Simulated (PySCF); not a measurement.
Compound: C2H11GeNSi.
SMILES with atom numbers: `[CH3:1][SiH:2]([CH3:3])[NH:4][GeH3:5]` (hydrogens: H6, H7, H8 on C1; H9 on Si2; H10, H11, H12 on C3; H13 on N4; H14, H15, H16 on Ge5)

Structure used (PBE0-D3(BJ)/def2-SVP), in Å, numbered top down from 1:
```xyz
16
C2H11GeNSi angstrom
C     -2.168    0.910   -1.024
Si    -0.992   -0.037    0.091
C     -1.225   -1.890   -0.084
N      0.652    0.342   -0.344
Ge     2.120   -0.761   -0.292
H     -3.218    0.717   -0.751
H     -2.021    0.615   -2.075
H     -2.001    1.996   -0.950
H     -1.303    0.342    1.514
H     -2.263   -2.164    0.162
H     -0.567   -2.457    0.593
H     -1.022   -2.217   -1.116
H      0.885    1.324   -0.460
H      1.996   -1.873   -1.353
H      2.281   -1.426    1.093
H      3.350    0.116   -0.592
```

Level of theory: core-valence-separated Tamm–Dancoff BHandHLYP/aug-pcX-1 (pcseg-1 on H, def2-SVPD on Si, def2-SVPD on Ge) in PySCF, non-relativistic, gas phase, PBE0-D3(BJ)/def2-SVP geometry. Absolute energies from this functional tend to lie a few eV below measured edges; no shift was applied.

The lowest roots of each edge with f over 0.003 (five at most, numbered afresh; weaker and dark ones are left out), with transition dipoles (au) in the frame of the coordinates:

```json
{"root": "1", "edge": "C", "E (eV)": "284.91", "f": "0.0053", "μx": "0.0148", "μy": "-0.0190", "μz": "0.0132"}
{"root": "2", "edge": "C", "E (eV)": "285.00", "f": "0.0044", "μx": "0.0062", "μy": "0.0245", "μz": "-0.0004"}
{"root": "3", "edge": "C", "E (eV)": "285.60", "f": "0.0265", "μx": "-0.0423", "μy": "-0.0443", "μz": "-0.0055"}
{"root": "4", "edge": "C", "E (eV)": "285.75", "f": "0.0299", "μx": "-0.0647", "μy": "0.0052", "μz": "-0.0077"}
{"root": "5", "edge": "C", "E (eV)": "285.76", "f": "0.0296", "μx": "0.0310", "μy": "-0.0229", "μz": "-0.0524"}
{"root": "6", "edge": "N", "E (eV)": "398.70", "f": "0.0070", "μx": "-0.0254", "μy": "-0.0079", "μz": "-0.0027"}
{"root": "7", "edge": "N", "E (eV)": "399.48", "f": "0.0320", "μx": "-0.0231", "μy": "0.0517", "μz": "-0.0080"}
{"root": "8", "edge": "N", "E (eV)": "400.48", "f": "0.0124", "μx": "-0.0034", "μy": "0.0211", "μz": "0.0283"}
{"root": "9", "edge": "N", "E (eV)": "400.59", "f": "0.0130", "μx": "-0.0007", "μy": "-0.0072", "μz": "0.0356"}
{"root": "10", "edge": "N", "E (eV)": "400.82", "f": "0.0048", "μx": "0.0209", "μy": "0.0010", "μz": "-0.0071"}
```

**Question.** Molecules are fixed in this frame and the field points along (1, 0, −1)/√2. What effective strengths 3 f cos²θ do the roots have (θ between field and μ)?

**Answer.** root 1 (C1): 0.000, root 2 (C3): 0.000, root 3 (C1): 0.014, root 4 (C1/C3): 0.034, root 5 (C1/C3): 0.073, root 6 (N4): 0.008, root 7 (N4): 0.003, root 8 (N4): 0.015, root 9 (N4): 0.019, root 10 (N4): 0.012. Root 5 is the strongest. Averaged over all orientations cos²θ is 1/3, which gives f back.

 The BHandHLYP/aug-pcX-1 (pcseg-1 on H, def2-SVPD on Si, def2-SVPD on Ge) calculation is non-relativistic and has no spin–orbit coupling, an omission that weighs most on germanium.

One conformer stands for the species.
